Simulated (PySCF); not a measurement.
SMILES C[SiH2]/C=[CH]/[GeH3], GFN2-xTB optimised geometry.

```
15

Si    -2.09    -2.51     2.90
C     -3.99    -2.48     2.77
C     -1.38    -1.56     1.44
C     -0.58    -0.50     1.53
Ge     0.15     0.47     0.00
H     -1.66    -1.87     4.16
H     -1.61    -3.89     2.85
H     -4.44    -3.03     3.58
H     -4.32    -2.94     1.84
H     -4.38    -1.47     2.79
H     -1.64    -1.91     0.45
H     -0.29    -0.13     2.51
H      1.64     0.47     0.00
H     -0.27     1.91     0.00
H     -0.32    -0.15    -1.28
```

Density from PBE0/def2-TZVP (PySCF 2.14.0) at that geometry.

Minimum of the electron density along straight lines between bonded atoms, close to the bond critical point (lines longer than 1.1 times the sum of covalent radii, or with two minima, are not listed):

```csv
bond,length / Å,ρ at the minimum / e bohr⁻³,∇²ρ there / e bohr⁻⁵,position (fraction from the first atom)
Si1–C2,1.900,0.116,___,0.39
Si1–C3,1.886,0.118,___,0.39
C3–C4,1.330,___,-1.06,0.50
C4–Ge5,1.944,0.130,0.12,0.53
Si1–H6,1.468,0.124,0.18,0.49
Si1–H7,1.470,0.123,0.18,0.49
C2–H8,1.086,0.275,-0.92,0.64
C2–H9,1.087,0.274,-0.92,0.64
C2–H10,1.087,0.275,-0.92,0.64
C3–H11,1.086,0.281,-0.98,0.64
C4–H12,1.084,0.283,-0.99,0.64
Ge5–H13,1.497,0.142,0.09,0.60
Ge5–H14,1.497,0.142,0.09,0.60
Ge5–H15,1.495,0.142,0.09,0.60
```

Question: What belongs in the gaps?

Answer: 
- Si1–C2, ∇²ρ there / e bohr⁻⁵: 0.16
- Si1–C3, ∇²ρ there / e bohr⁻⁵: 0.20
- C3–C4, ρ at the minimum / e bohr⁻³: 0.350
